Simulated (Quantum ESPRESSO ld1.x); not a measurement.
Question: Species: Sb I. Configuration: [Kr] 4d10 5s2 5p3 (the NIST ground configuration). All-electron calculation, Dirac Kohn-Sham, exchange-only LDA, spin-unpolarised, spherical densities, point nucleus; open shells are shared between the two j in proportion to 2j + 1. Program: ld1.x of Quantum ESPRESSO 7.5. Some entries of the table are withheld. Estimate them.

orbital  occ.  eigenvalue (hartree)  <r> (bohr)  <r^2> (bohr^2)
1s1/2       2              -1111.57         (1)        0.001096
2s1/2       2              -169.069      0.1223         0.01770
2p1/2       2              -158.248      0.1033         0.01312
2p3/2       4              -149.007      0.1088         0.01442
3s1/2       2                   (2)      0.3308          0.1253
3p1/2       2              -28.6489      0.3212          0.1200
3p3/2       4              -26.9448      0.3326          0.1284
3d3/2       4              -19.0927         (3)          0.1094
3d5/2       6              -18.7382         (4)          0.1119
4s1/2       2              -5.39786      0.7910          0.7084
4p1/2       2              -3.89789      0.8327          0.7925
4p3/2       4              -3.57934      0.8625          0.8503
4d3/2       4              -1.20783       1.026           1.246
4d5/2       6              -1.16197       1.040           1.280
5s1/2       2              -0.43910       2.228           5.667
5p1/2       1              -0.16181       2.862           9.601
5p3/2       2              -0.13947       3.021           10.72

Answer: 
(1) 1s1/2 <r> (bohr): 0.02845
(2) 3s1/2 eigenvalue (hartree): -33.0787
(3) 3d3/2 <r> (bohr): 0.3036
(4) 3d5/2 <r> (bohr): 0.3072
